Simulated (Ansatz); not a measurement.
## Molecular dynamics of C2H9ClN2OSi

The input (input.yaml):

```yaml
crystal:
  periodic: [false, false, false]
  atoms:
    - { symbol: Si, position_ang: [-0.01903, 0.038703, -0.236993] }
    - { symbol: O, position_ang: [-0.173501, -1.093045, 0.993191] }
    - { symbol: H, position_ang: [-1.165904, -1.20063, 1.167826] }
    - { symbol: "N", position_ang: [1.678486, 0.161599, -0.425315] }
    - { symbol: C, position_ang: [2.538698, -1.012834, -0.146102] }
    - { symbol: H, position_ang: [2.016655, -1.670084, 0.566872] }
    - { symbol: H, position_ang: [2.772344, -1.594587, -1.058257] }
    - { symbol: H, position_ang: [3.493796, -0.690865, 0.303194] }
    - { symbol: C, position_ang: [2.274245, 1.12927, -1.374097] }
    - { symbol: H, position_ang: [2.453451, 0.690371, -2.37456] }
    - { symbol: H, position_ang: [1.5982, 1.990276, -1.491694] }
    - { symbol: H, position_ang: [3.241474, 1.495831, -0.989554] }
    - { symbol: "N", position_ang: [-0.732307, 1.557783, 0.005097] }
    - { symbol: H, position_ang: [-1.538384, 1.886247, -0.539948] }
    - { symbol: H, position_ang: [-0.293151, 2.299756, 0.563924] }
    - { symbol: Cl, position_ang: [-1.090072, -0.686489, -1.929983] }
basis:
  gaussian: { orbitals: STO-3G }
hamiltonian:
  xc: cam_b3lyp
md:
  timestep: 0.5
  n_steps: 150
  ensemble: nvt_langevin
  temperature: 400.0
  initial_velocities: maxwell_boltzmann
  seed: 940774
  friction: 0.02
  temperature_schedule:
    - { n_steps: 37, end_temperature: 400.0 }
    - { n_steps: 113, end_temperature: 100.0 }
```

Command:

```bash
$ ansatz run input.yaml --threads 1 --pin off --max-ram 2048MiB --backend cpu --events-out ev --progress --plain --runs-dir out
```

It starts from a relaxed structure.

Output, in part (one step line in 2, the closing report, with atoms numbered from 0):

```
md step     0: t =     0.00 fs  T =   375.0 K (target 400.0 K)  F+E_penalty+E_count = -27324.80215551 eV  E_kin = 0.775560 eV  (21 SCF iters)
md step     2: t =     1.00 fs  T =   320.7 K (target 400.0 K)  F+E_penalty+E_count = -27324.72846160 eV  E_kin = 0.663211 eV  (26 SCF iters)
md step     4: t =     2.00 fs  T =   278.2 K (target 400.0 K)  F+E_penalty+E_count = -27324.61567891 eV  E_kin = 0.575369 eV  (26 SCF iters)
md step     6: t =     3.00 fs  T =   257.7 K (target 400.0 K)  F+E_penalty+E_count = -27324.57498822 eV  E_kin = 0.532911 eV  (26 SCF iters)
md step     8: t =     4.00 fs  T =   296.3 K (target 400.0 K)  F+E_penalty+E_count = -27324.57267260 eV  E_kin = 0.612829 eV  (26 SCF iters)
md step    10: t =     5.00 fs  T =   332.6 K (target 400.0 K)  F+E_penalty+E_count = -27324.52973977 eV  E_kin = 0.687804 eV  (27 SCF iters)
md step    12: t =     6.00 fs  T =   290.3 K (target 400.0 K)  F+E_penalty+E_count = -27324.44443888 eV  E_kin = 0.600294 eV  (26 SCF iters)
md step    14: t =     7.00 fs  T =   269.7 K (target 400.0 K)  F+E_penalty+E_count = -27324.40429317 eV  E_kin = 0.557841 eV  (26 SCF iters)
md step    16: t =     8.00 fs  T =   262.6 K (target 400.0 K)  F+E_penalty+E_count = -27324.44316044 eV  E_kin = 0.543021 eV  (23 SCF iters)
md step    18: t =     9.00 fs  T =   291.0 K (target 400.0 K)  F+E_penalty+E_count = -27324.50464747 eV  E_kin = 0.601793 eV  (26 SCF iters)
md step    20: t =    10.00 fs  T =   334.9 K (target 400.0 K)  F+E_penalty+E_count = -27324.51318584 eV  E_kin = 0.692595 eV  (26 SCF iters)
md step    22: t =    11.00 fs  T =   292.2 K (target 400.0 K)  F+E_penalty+E_count = -27324.46558626 eV  E_kin = 0.604335 eV  (27 SCF iters)
md step    24: t =    12.00 fs  T =   268.8 K (target 400.0 K)  F+E_penalty+E_count = -27324.40393033 eV  E_kin = 0.555846 eV  (27 SCF iters)
md step    26: t =    13.00 fs  T =   254.4 K (target 400.0 K)  F+E_penalty+E_count = -27324.35869386 eV  E_kin = 0.526048 eV  (27 SCF iters)
md step    28: t =    14.00 fs  T =   242.7 K (target 400.0 K)  F+E_penalty+E_count = -27324.35649377 eV  E_kin = 0.502024 eV  (27 SCF iters)
md step    30: t =    15.00 fs  T =   240.2 K (target 400.0 K)  F+E_penalty+E_count = -27324.37389068 eV  E_kin = 0.496860 eV  (26 SCF iters)
md step    32: t =    16.00 fs  T =   238.8 K (target 400.0 K)  F+E_penalty+E_count = -27324.35973426 eV  E_kin = 0.493865 eV  (27 SCF iters)
md step    34: t =    17.00 fs  T =   230.1 K (target 400.0 K)  F+E_penalty+E_count = -27324.30683283 eV  E_kin = 0.475850 eV  (24 SCF iters)
md step    36: t =    18.00 fs  T =   227.0 K (target 400.0 K)  F+E_penalty+E_count = -27324.28577998 eV  E_kin = 0.469563 eV  (26 SCF iters)
md step    38: t =    19.00 fs  T =   283.3 K (target 398.7 K)  F+E_penalty+E_count = -27324.33059948 eV  E_kin = 0.585957 eV  (27 SCF iters)
md step    40: t =    20.00 fs  T =   327.1 K (target 393.4 K)  F+E_penalty+E_count = -27324.37021487 eV  E_kin = 0.676557 eV  (26 SCF iters)
md step    42: t =    21.00 fs  T =   313.3 K (target 388.1 K)  F+E_penalty+E_count = -27324.34968655 eV  E_kin = 0.647976 eV  (27 SCF iters)
md step    44: t =    22.00 fs  T =   254.2 K (target 382.7 K)  F+E_penalty+E_count = -27324.28207804 eV  E_kin = 0.525667 eV  (27 SCF iters)
md step    46: t =    23.00 fs  T =   229.6 K (target 377.4 K)  F+E_penalty+E_count = -27324.22652424 eV  E_kin = 0.474826 eV  (26 SCF iters)
md step    48: t =    24.00 fs  T =   234.1 K (target 372.1 K)  F+E_penalty+E_count = -27324.24634890 eV  E_kin = 0.484196 eV  (27 SCF iters)
md step    50: t =    25.00 fs  T =   271.4 K (target 366.8 K)  F+E_penalty+E_count = -27324.28725624 eV  E_kin = 0.561376 eV  (27 SCF iters)
md step    52: t =    26.00 fs  T =   244.5 K (target 361.5 K)  F+E_penalty+E_count = -27324.27349087 eV  E_kin = 0.505761 eV  (23 SCF iters)
md step    54: t =    27.00 fs  T =   229.1 K (target 356.2 K)  F+E_penalty+E_count = -27324.20843072 eV  E_kin = 0.473815 eV  (27 SCF iters)
md step    56: t =    28.00 fs  T =   207.6 K (target 350.9 K)  F+E_penalty+E_count = -27324.16357016 eV  E_kin = 0.429290 eV  (27 SCF iters)
md step    58: t =    29.00 fs  T =   237.1 K (target 345.6 K)  F+E_penalty+E_count = -27324.15531342 eV  E_kin = 0.490309 eV  (26 SCF iters)
md step    60: t =    30.00 fs  T =   243.5 K (target 340.3 K)  F+E_penalty+E_count = -27324.15334192 eV  E_kin = 0.503681 eV  (27 SCF iters)
md step    62: t =    31.00 fs  T =   220.8 K (target 335.0 K)  F+E_penalty+E_count = -27324.14017819 eV  E_kin = 0.456696 eV  (26 SCF iters)
md step    64: t =    32.00 fs  T =   238.5 K (target 329.6 K)  F+E_penalty+E_count = -27324.16325496 eV  E_kin = 0.493169 eV  (26 SCF iters)
md step    66: t =    33.00 fs  T =   256.4 K (target 324.3 K)  F+E_penalty+E_count = -27324.23477475 eV  E_kin = 0.530219 eV  (27 SCF iters)
md step    68: t =    34.00 fs  T =   295.0 K (target 319.0 K)  F+E_penalty+E_count = -27324.31367013 eV  E_kin = 0.610018 eV  (26 SCF iters)
md step    70: t =    35.00 fs  T =   310.9 K (target 313.7 K)  F+E_penalty+E_count = -27324.36755575 eV  E_kin = 0.643087 eV  (24 SCF iters)
md step    72: t =    36.00 fs  T =   330.8 K (target 308.4 K)  F+E_penalty+E_count = -27324.40160591 eV  E_kin = 0.684120 eV  (27 SCF iters)
md step    74: t =    37.00 fs  T =   353.9 K (target 303.1 K)  F+E_penalty+E_count = -27324.41270700 eV  E_kin = 0.731943 eV  (27 SCF iters)
md step    76: t =    38.00 fs  T =   380.1 K (target 297.8 K)  F+E_penalty+E_count = -27324.39303562 eV  E_kin = 0.786153 eV  (27 SCF iters)
md step    78: t =    39.00 fs  T =   346.5 K (target 292.5 K)  F+E_penalty+E_count = -27324.31311591 eV  E_kin = 0.716531 eV  (27 SCF iters)
md step    80: t =    40.00 fs  T =   342.1 K (target 287.2 K)  F+E_penalty+E_count = -27324.21776406 eV  E_kin = 0.707505 eV  (26 SCF iters)
md step    82: t =    41.00 fs  T =   326.1 K (target 281.9 K)  F+E_penalty+E_count = -27324.15202799 eV  E_kin = 0.674501 eV  (26 SCF iters)
md step    84: t =    42.00 fs  T =   306.8 K (target 276.5 K)  F+E_penalty+E_count = -27324.10169994 eV  E_kin = 0.634450 eV  (27 SCF iters)
md step    86: t =    43.00 fs  T =   284.5 K (target 271.2 K)  F+E_penalty+E_count = -27324.06602255 eV  E_kin = 0.588310 eV  (27 SCF iters)
md step    88: t =    44.00 fs  T =   282.4 K (target 265.9 K)  F+E_penalty+E_count = -27324.05804551 eV  E_kin = 0.584012 eV  (27 SCF iters)
md step    90: t =    45.00 fs  T =   304.9 K (target 260.6 K)  F+E_penalty+E_count = -27324.10437716 eV  E_kin = 0.630666 eV  (26 SCF iters)
md step    92: t =    46.00 fs  T =   318.7 K (target 255.3 K)  F+E_penalty+E_count = -27324.18774718 eV  E_kin = 0.659166 eV  (27 SCF iters)
md step    94: t =    47.00 fs  T =   383.2 K (target 250.0 K)  F+E_penalty+E_count = -27324.29094509 eV  E_kin = 0.792492 eV  (26 SCF iters)
md step    96: t =    48.00 fs  T =   417.0 K (target 244.7 K)  F+E_penalty+E_count = -27324.34668401 eV  E_kin = 0.862338 eV  (27 SCF iters)
md step    98: t =    49.00 fs  T =   367.2 K (target 239.4 K)  F+E_penalty+E_count = -27324.30854444 eV  E_kin = 0.759434 eV  (26 SCF iters)
md step   100: t =    50.00 fs  T =   334.0 K (target 234.1 K)  F+E_penalty+E_count = -27324.25670292 eV  E_kin = 0.690836 eV  (26 SCF iters)
md step   102: t =    51.00 fs  T =   309.3 K (target 228.8 K)  F+E_penalty+E_count = -27324.24745352 eV  E_kin = 0.639729 eV  (26 SCF iters)
md step   104: t =    52.00 fs  T =   320.3 K (target 223.5 K)  F+E_penalty+E_count = -27324.24490785 eV  E_kin = 0.662423 eV  (26 SCF iters)
md step   106: t =    53.00 fs  T =   307.3 K (target 218.1 K)  F+E_penalty+E_count = -27324.21833502 eV  E_kin = 0.635455 eV  (26 SCF iters)
md step   108: t =    54.00 fs  T =   266.0 K (target 212.8 K)  F+E_penalty+E_count = -27324.20721222 eV  E_kin = 0.550134 eV  (23 SCF iters)
md step   110: t =    55.00 fs  T =   280.7 K (target 207.5 K)  F+E_penalty+E_count = -27324.25476995 eV  E_kin = 0.580432 eV  (27 SCF iters)
md step   112: t =    56.00 fs  T =   286.5 K (target 202.2 K)  F+E_penalty+E_count = -27324.31615863 eV  E_kin = 0.592445 eV  (27 SCF iters)
md step   114: t =    57.00 fs  T =   277.3 K (target 196.9 K)  F+E_penalty+E_count = -27324.33827010 eV  E_kin = 0.573603 eV  (27 SCF iters)
md step   116: t =    58.00 fs  T =   269.8 K (target 191.6 K)  F+E_penalty+E_count = -27324.31554344 eV  E_kin = 0.557886 eV  (27 SCF iters)
md step   118: t =    59.00 fs  T =   259.2 K (target 186.3 K)  F+E_penalty+E_count = -27324.29235347 eV  E_kin = 0.536065 eV  (26 SCF iters)
md step   120: t =    60.00 fs  T =   255.1 K (target 181.0 K)  F+E_penalty+E_count = -27324.29211973 eV  E_kin = 0.527520 eV  (27 SCF iters)
md step   122: t =    61.00 fs  T =   236.5 K (target 175.7 K)  F+E_penalty+E_count = -27324.27873050 eV  E_kin = 0.489081 eV  (27 SCF iters)
md step   124: t =    62.00 fs  T =   213.9 K (target 170.4 K)  F+E_penalty+E_count = -27324.23531419 eV  E_kin = 0.442437 eV  (26 SCF iters)
md step   126: t =    63.00 fs  T =   176.3 K (target 165.0 K)  F+E_penalty+E_count = -27324.19020435 eV  E_kin = 0.364557 eV  (24 SCF iters)
md step   128: t =    64.00 fs  T =   182.2 K (target 159.7 K)  F+E_penalty+E_count = -27324.18773032 eV  E_kin = 0.376904 eV  (27 SCF iters)
md step   130: t =    65.00 fs  T =   193.5 K (target 154.4 K)  F+E_penalty+E_count = -27324.21630486 eV  E_kin = 0.400190 eV  (26 SCF iters)
md step   132: t =    66.00 fs  T =   216.3 K (target 149.1 K)  F+E_penalty+E_count = -27324.24047114 eV  E_kin = 0.447303 eV  (26 SCF iters)
md step   134: t =    67.00 fs  T =   214.3 K (target 143.8 K)  F+E_penalty+E_count = -27324.22926688 eV  E_kin = 0.443262 eV  (26 SCF iters)
md step   136: t =    68.00 fs  T =   210.1 K (target 138.5 K)  F+E_penalty+E_count = -27324.21875868 eV  E_kin = 0.434475 eV  (26 SCF iters)
md step   138: t =    69.00 fs  T =   220.3 K (target 133.2 K)  F+E_penalty+E_count = -27324.24139738 eV  E_kin = 0.455640 eV  (27 SCF iters)
md step   140: t =    70.00 fs  T =   234.1 K (target 127.9 K)  F+E_penalty+E_count = -27324.29335313 eV  E_kin = 0.484079 eV  (26 SCF iters)
md step   142: t =    71.00 fs  T =   247.7 K (target 122.6 K)  F+E_penalty+E_count = -27324.34821509 eV  E_kin = 0.512357 eV  (27 SCF iters)
md step   144: t =    72.00 fs  T =   231.0 K (target 117.3 K)  F+E_penalty+E_count = -27324.37085766 eV  E_kin = 0.477848 eV  (26 SCF iters)
md step   146: t =    73.00 fs  T =   226.1 K (target 111.9 K)  F+E_penalty+E_count = -27324.35480738 eV  E_kin = 0.467587 eV  (27 SCF iters)
md step   148: t =    74.00 fs  T =   220.7 K (target 106.6 K)  F+E_penalty+E_count = -27324.33656203 eV  E_kin = 0.456444 eV  (26 SCF iters)
md step   150: t =    75.00 fs  T =   224.1 K (target 101.3 K)  F+E_penalty+E_count = -27324.34316704 eV  E_kin = 0.463389 eV  (23 SCF iters)
Total energy: -27324.34328724 eV, -1004.1510947008 hartree
Atom 0 at    -0.016845     0.043064    -0.181389 Å, force    -0.511620    -1.453240    -0.517769 eV/Å
Atom 1 at    -0.073100    -1.178067     1.032708 Å, force     0.760131     1.274772    -0.906861 eV/Å
Atom 2 at    -1.031476    -1.213224     1.320409 Å, force    -0.777310    -0.065138     0.217132 eV/Å
Atom 3 at     1.682057     0.194966    -0.414031 Å, force     0.975452     1.538743    -0.444937 eV/Å
Atom 4 at     2.595184    -0.859652     0.034188 Å, force     1.205136     0.257559    -0.376528 eV/Å
Atom 5 at     2.059947    -1.400858     0.780831 Å, force    -0.506870    -1.398698     0.955758 eV/Å
Atom 6 at     2.933737    -1.510116    -0.811596 Å, force    -0.218674     0.116474     0.546268 eV/Å
Atom 7 at     3.511247    -0.422137     0.514748 Å, force    -0.622151    -0.229694    -0.372478 eV/Å
Atom 8 at     2.481924     1.175988    -1.233298 Å, force    -1.167226    -1.160622    -0.579100 eV/Å
Atom 9 at     2.792911     0.719604    -2.203160 Å, force     0.014833     0.147936     0.417020 eV/Å
Atom 10 at     1.872185     2.026229    -1.463098 Å, force    -0.806323     1.068187    -0.389557 eV/Å
Atom 11 at     3.373916     1.561277    -0.732493 Å, force     0.284307    -0.272352     0.534044 eV/Å
Atom 12 at    -1.000333     1.466872    -0.015283 Å, force     1.591150    -0.509037     1.260934 eV/Å
Atom 13 at    -1.598261     1.725209    -0.797530 Å, force    -0.513108     0.028447    -0.821638 eV/Å
Atom 14 at    -0.430601     2.281268     0.263068 Å, force    -0.162567     0.557888     0.172280 eV/Å
Atom 15 at    -1.108417    -0.817913    -1.852543 Å, force     0.454839     0.098774     0.305432 eV/Å
Dipole moment:     0.372955     0.580216     0.345037 e Å
```

The run went to its last step. The schedule's set-point averaged 200 K over the second half and the system 276 K, so it lags behind the ramp. A run of 0.075 ps of so small a system gives no equilibrium averages. Limits of this set-up: minimal basis.

The same pairs are bonded in the first frame and the last. Pairs count as bonded within 1.25 times the sum of covalent radii (0.12 Å more for H–H).

Last frame:

```xyz
16
Properties=species:S:1:pos:R:3
Si -0.017 0.043 -0.181
O -0.073 -1.178 1.033
H -1.032 -1.213 1.320
N 1.682 0.195 -0.414
C 2.595 -0.860 0.034
H 2.060 -1.401 0.781
H 2.934 -1.510 -0.812
H 3.511 -0.422 0.515
C 2.482 1.176 -1.233
H 2.793 0.720 -2.203
H 1.872 2.026 -1.463
H 3.374 1.561 -0.733
N -1.000 1.467 -0.015
H -1.598 1.725 -0.797
H -0.431 2.281 0.263
Cl -1.108 -0.818 -1.853
```

Run time: 12 min on 1 thread of Arm Neoverse V2, on a shared host, peak memory 0.16 GiB.
